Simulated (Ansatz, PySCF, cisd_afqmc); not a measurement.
System: GaH, charge 0, singlet. GaH (SMILES [GaH]).
B3LYP-D3(BJ)/def2-TZVP minimum from Ansatz (a program for electronic structure):
```
Ga
H 1 1.6890
```
Charge 0, spin multiplicity 1.

Atomisation energy term by term, kcal/mol (programs: Ansatz, cisd_afqmc). Open shells are spin-unrestricted; no spin-orbit coupling. Correlated methods leave the cores frozen (noble-gas shells, and filled d and f shells in the p block). No relativity. The Monte Carlo rows (phaseless AFQMC, CISD trial, step 0.005/hartree) carry one-sigma bars that omit the constraint's bias. Outlying blocks are dropped, and bars are widened where a walk drifts. Over all cases where full CI ran beside it in this data, AFQMC minus full CI had a median of +0.1 mEh and passed +0.4 mEh in a tenth of the cases. CBS(X,Y): correlation extrapolated as X^-3, Hartree-Fock from the larger set (Q,5: extrapolated as (X+1)exp(-9√X)). A bracket is a step between two methods taken in the basis named. Full CI freezes restricted core orbitals, also for open shells; the composite that ends in it estimates full CI at the basis-set limit. Where a partner has so few electrons that a lower coupled-cluster level is exact, that level stands in.

```tsv
term	basis	kcal/mol
Hartree-Fock	CBS(cc-pVQZ,cc-pV5Z)	47.71
CCSD correlation	CBS(cc-pVQZ,cc-pV5Z)	20.78
(T)	CBS(cc-pVQZ,cc-pV5Z)	0.29
FCI - CCSD(T)	cc-pV5Z	0.03
minus zero-point energy	Hessian by PySCF at B3LYP-D3(BJ)/def2-TZVP	-2.24
sum: D0		66.6
```

The step beyond CCSD(T) by other levels: FCI in cc-pVDZ 0.06; CCSDTQ in cc-pVDZ 0.06; AFQMC/CISD in cc-pVDZ 0.03 ± 0.05; CCSDT(Q) in cc-pVDZ 0.05; FCI in cc-pVTZ 0.04; CCSDTQ in cc-pVTZ 0.04; AFQMC/CISD in cc-pVTZ 0.05 ± 0.05; CCSDT(Q) in cc-pVTZ 0.03; FCI in cc-pVQZ 0.03; CCSDTQ in cc-pVQZ 0.03; AFQMC/CISD in cc-pVQZ 0.09 ± 0.07; CCSDT(Q) in cc-pVQZ 0.03; CCSDT(Q) in cc-pV5Z 0.03 kcal/mol.
